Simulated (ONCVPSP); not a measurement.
# Varying the ONCV potential for Tc

Base potential:

technetium, optimised norm-conserving Vanderbilt (ONCV), made with ONCVPSP 4.0.1 (LDA (Perdew-Wang 92), scalar-relativistic). Core [Ar] 3d10, reference 4s2 4p6 4d5 5s2. Waves: 4s+5s: rc 1.55 bohr, ncon 3, nbas 6, qcut 7.2 1/bohr, 2 projectors; 4p: rc 1.55 bohr, ncon 3, nbas 6, qcut 9.6 1/bohr, 2 projectors, debl 1.3 Ha; 4d: rc 2.25 bohr, ncon 3, nbas 7, qcut 7.7 1/bohr, 2 projectors, debl 0.6 Ha. Local part: polynomial inside 1.15 bohr (lpopt 5, dvloc0 0 Ha). Core correction: Teter function, fcfact 5.75, rcfact 1.1.

In the p channel the program set the typed energies aside and used -1.668, 0.250 Ha.

Cutoffs, loose and tight: the cutoffs (Ha) at which the residual kinetic energy of the hardest occupied pseudo-wave falls to 1 and 0.1 mHa per electron. They do not see the model core or the augmentation charge, which bear on the density cutoff. Test errors are all-electron minus pseudo excitation energies from the reference, over the configurations 4s2 4p6 4d5 5s1; 4s2 4p6 4d5 5s0; 4s2 4p6 4d4 5s0; 4s2 4p6 4d5.5 5s1.5. A dash means not determined; rows that change the core or the reference have their own tests.

| change | outcome | cutoff, loose | cutoff, tight | bound ghosts | GHOST(+) flags above zero | largest test error (meV) |
| --- | --- | --- | --- | --- | --- | --- |
| base | generated, projector energies reset by the program | 29 Ha | 35 Ha | none | s | -5.2 |
| core correction Teter function, fcfact 5.75, rcfact 0.92 | generated, projector energies reset by the program | 29 Ha | 35 Ha | none | s | -5.0 |
| s: nproj 4 | generated, projector energies reset by the program | 29 Ha | 35 Ha | none | s | -5.2 |
| p: nbas 8 | generated, projector energies reset by the program | 27 Ha | 33 Ha | none | s | -5.2 |
| fully relativistic | generated, projector energies reset by the program | 29 Ha | 35 Ha | none | s | +3.9 |
| core correction Teter function, fcfact 1.3, rcfact 1.1 | generated, projector energies reset by the program | 29 Ha | 35 Ha | none | s | -4.6 |
